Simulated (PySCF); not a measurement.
# One molecule, several mistakes: B2ClHN cation

All numbers below are calculated, not measured. They come from PySCF 2.14.0, an open-source quantum chemistry program, on an isolated molecule that a program drew, which may never have been made. The molecule is B2ClHN cation (charge +1, singlet), drawn as the SMILES string `N=B[B+]Cl`.

Each row is a Hartree-Fock (HF) and frozen-core CCSD(T) single point in the cc-pV(D+d)Z basis, meant for a local HF minimum. Run 1 is clean. Each other run has one planted mistake out of seven kinds, and not every kind appears here: one electron removed, one electron added, multiplicity raised by two, geometry at a saddle point, minimal basis STO-3G, one bond length entered in bohr, all coordinates scaled. The reference is restricted for singlets and unrestricted otherwise, and also for a bond in bohr. Adding or removing an electron swaps singlet and doublet. Electrons count all cores. HOMO and LUMO are orbital energies over both spins, the gradient is its largest component, and the lowest frequency (negative if imaginary) is given only where the gradient is small. Bond lengths are over the 4 bonds as drawn. T1 is the CCSD diagnostic: over 0.02 (restricted) or 0.045 (unrestricted) a single reference is doubtful.

Geometry of the clean run:
```xyz
5
B2ClHN cation, angstrom
N    -1.9439    1.9443   -0.9909
B    -1.4611    0.8652   -0.7291
B    -0.8034   -0.6044   -0.3728
Cl   -0.1628   -2.0359   -0.0256
H    -2.3402    2.8302   -1.2058
```

| run | electrons | basis functions | <S^2> | HOMO (eV) | LUMO (eV) | gradient (hartree/bohr) | lowest frequency (cm^-1) | mean bond (Å) | longest bond (Å) | T1 | HF (hartree) | CCSD(T) (hartree) | mistake |
|---|---|---|---|---|---|---|---|---|---|---|---|---|---|
| 1 | 34 | 70 | 0.000 | -17.34 | -5.56 | 1.5e-05 | 156 | 1.3651 | 1.649 | 0.0226 | -563.63611 | -564.12363 | no fault |
| 2 | 34 | 25 | 0.000 | -16.51 | -3.75 | 6.4e-02 | - | 1.3651 | 1.649 | 0.0246 | -557.39212 | -557.60407 | minimal basis STO-3G |
| 3 | 33 | 70 | 0.765 | -25.77 | -14.06 | 9.9e-02 | - | 1.3651 | 1.649 | 0.0229 | -563.07780 | -563.50658 | ? |
| 4 | 35 | 70 | 0.773 | -7.47 | 1.26 | 7.8e-02 | - | 1.3651 | 1.649 | 0.0194 | -563.87529 | -564.35695 | ? |

**Which mistake was planted in run 3, and what did it cost?**

It counts 33 electrons, one fewer than the clean run, at the same geometry and basis. So the mistake is: one electron removed. Subtracting run 1 and multiplying by 627.51 kcal/mol a hartree, the energy moved by 350.3 kcal/mol in HF and 387.2 kcal/mol in CCSD(T).

**Which mistake was planted in run 4, and what did it cost?**

It counts 35 electrons, one more than the clean run, at the same geometry and basis. So the mistake is: one electron added. Subtracting run 1 and multiplying by 627.51 kcal/mol a hartree, the energy moved by -150.1 kcal/mol in HF and -146.4 kcal/mol in CCSD(T).

Cautions from the logs. Run 1: T1 is over the limit, so its CCSD(T) energy is less reliable; run 2: T1 is over the limit, so its CCSD(T) energy is less reliable.
